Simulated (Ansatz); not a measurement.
Reaction (cleavage of the Si–Sn bond): `N[SiH2][SnH3]` + `N[SiH](O)Cl` → `N[SiH2]O[SiH](N)Cl` + `[SnH4]`

Gas-phase electronic energies from Ansatz, PBE0-D4/def2-TZVP geometries. CBS: MP2 limit from def2 TZ/QZ plus the TZ coupled-cluster correction, frozen cores. Functionals use def2-TZVPP. B3LYP here is the variant with VWN-RPA as its local correlation; programs differ in this. def2 core potentials past Kr. For Sn outer-core shells are correlated without core-valence functions, which leaves a few kJ/mol of doubt a bond. One conformer a species, not always the lowest.

| level | ΔE (kcal/mol) | difference from CCSD(T)/CBS |
| --- | --- | --- |
| PBE-D4 | -21.3 | 3.6 |
| B3LYP-D4 | -26.6 | -1.7 |
| ωB97X-V | -26.2 | -1.3 |
| ωB97M-V | -26.7 | -1.8 |
| r2SCAN | -25.0 | -0.1 |
| PBE0 | -21.8 | 3.1 |
| B3LYP | -24.6 | 0.3 |
| HF/def2-TZVPP | -30.5 | -5.6 |
| CCSD/def2-TZVPP | -26.9 | -2.0 |
| HF/CBS(def2) | -30.9 | -6.0 |
| CCSD(T)/CBS | -24.9 | 0 |

Largest T1 diagnostic among the species: 0.013.

From PBE to PBE0 (25 % exact exchange), in def2-TZVPP and without D4, ΔE moves by −1.9 kcal/mol. In def2-TZVPP, CCSD(T) changes the Hartree–Fock value by +3.9 kcal/mol (the triples alone add +0.4 kcal/mol) and MP2 by +3.9 kcal/mol.
